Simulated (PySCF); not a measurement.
## Structure elucidation problem

Molecular formula: C9HN. Simulated spectra:

1H NMR (600 MHz, computed): δ 1.42 (s, 1H).

13C{1H} NMR (computed): δ 112.1 (C), 72.8 (C), 71.2 (CH), 70.2 (C), 69.2 (C), 67.4 (C), 64.1 (C), 63.0 (C), 51.8 (C).

Non-relativistic Hamiltonian, in vacuum, one conformer. B97-2/pcSseg-2 with gauge-including orbitals; coordinates at the PBE0-D3(BJ)/def2-TZVP level; PySCF 2.14.0 with density-fitted response routines.

Referencing at the same level of theory: TMS for 1H (σref 31.64) and 13C (σref 185.38).

Q: Propose a structure and justify it.

A: 
The formula gives 10 degrees of unsaturation (no ring in the answer). 9 carbon signals for 9 carbons: no two carbons are equivalent. Carbon types of the structure: 8 × C, 1 × CH, which accounts for all hydrogens. δC 112.1: nitrile carbon; this is the usual window of a C≡N carbon, which has no attached hydrogen. δC 72.8, 70.2, 69.2, 67.4, 64.1, 63.0, 51.8: alkyne carbon; the triple bond shields along its axis, which puts it between sp3 and sp2 carbons. δC 71.2: terminal alkyne carbon; sp carbons lie upfield of alkene carbons because the cylindrical π system leaves one tensor component strongly shielded. δH 1.42: hydrogen on a terminal alkyne carbon; it lies on the axis of the triple bond, in its shielding cone.

These data were computed for SMILES C#CC#CC#CC#CC#N.

The shifts were computed for this structure.

Shifts are as computed. Against solution values, carbons near 30 ppm lie about +3 ppm off and those near 130 ppm about +7 ppm. Of 1211 compounds with measured shifts, 218 miss one by over three times the rms of a fit or turn the order of signals round; such compounds aren't used in these exercises.
